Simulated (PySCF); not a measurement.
Excitations are Tamm–Dancoff values on a coarser integration grid. The basis has no diffuse functions, so Rydberg states are missing or too high.

Cartesian coordinates (Å):
SMILES: C1NCN1
```xyz
10

C      0.9927    -0.2842     0.0353
N     -0.2710    -0.8867     0.5168
C     -0.9929     0.2837    -0.0316
N      0.2694     0.8804    -0.5233
H      1.5223    -0.8709    -0.7231
H      1.6930    -0.0457     0.8434
H     -0.5026    -1.7519     0.0463
H     -1.5103     0.8705     0.7354
H     -1.7042     0.0519    -0.8318
H      0.5036     1.7527    -0.0674
```
Charge 0, spin multiplicity 1.

Predict the LUMO, T1 excitation (TDA), S1 excitation (TDA), S1 oscillator strength and total energy from PySCF with PBE-D3(BJ)/def2-TZVP // B3LYP-D3(BJ)/def2-TZVP.


```
Property                       Value
----------------------  ------------
LUMO                         0.37 eV
T1 excitation (TDA)          4.85 eV
S1 excitation (TDA)          5.07 eV
S1 oscillator strength         0.016
total energy            -189.1091 Ha
```
